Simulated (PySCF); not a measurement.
**Identify the compound**

The spectra below were simulated for a compound C7H13P.

¹H NMR (600 MHz, computed): δ 6.06 (m, 2H), 2.55 (m, 4H), 1.36 (m, 1H), 1.01 (m, 6H).

¹³C{¹H} NMR (computed): δ 137.2 (CH, 2C), 36.3 (CH2, 2C), 28.8 (CH), 21.5 (CH3, 2C).

PySCF calculation with structure optimised with GFN2-xTB and σ from GIAO-PBE0/pcSseg-1; no relativistic terms, equivalent nuclei averaged, a single conformation, in vacuum.

References, each an isolated molecule treated in the same way: TMS for ¹H (31.72 ppm) and ¹³C (186.93 ppm).

Question: Propose a structure and justify it.

Answer: 
- 4 carbon signals for 7 carbons: some carbons are equivalent by symmetry or fast rotation.
- Carbon types of the structure: 3 × CH, 2 × CH2, 2 × CH3, which accounts for all hydrogens.
- δC 137.2: alkene CH; as expected for a trigonal carbon in a double bond.
- δC 36.3: allylic sp3 CH2 bonded to P.
- δC 21.5: methyl carbon; saturated and bonded to C and H only.
- δH 6.06: hydrogen on an alkene CH; attached to an sp2 carbon and in the plane of the double bond.
- δH 2.55: hydrogen on an allylic sp3 CH2 bonded to P; allylic position.
- δH 1.36: hydrogen on an sp3 CH bonded to P.
- δH 1.01: hydrogen on a methyl carbon.

Structure: SMILES CC(C)P1CC=CC1.

The shifts were computed for this structure.

Splittings by ³¹P in the carbon and heteronuclear signals aren't shown, as no couplings were computed. Shifts are as computed. Against solution values, carbons near 30 ppm lie about +3 ppm off and those near 130 ppm about +5 ppm. Of 1211 compounds with measured shifts, 218 miss one by over three times the rms of a fit or turn the order of signals round; such compounds aren't used in these exercises. No couplings were computed; multiplicities are counted from neighbouring protons, with m where these are inequivalent, close in shift, in a saturated or five-membered ring or joined by F or P, and br s for small geminal =CH2 splittings.
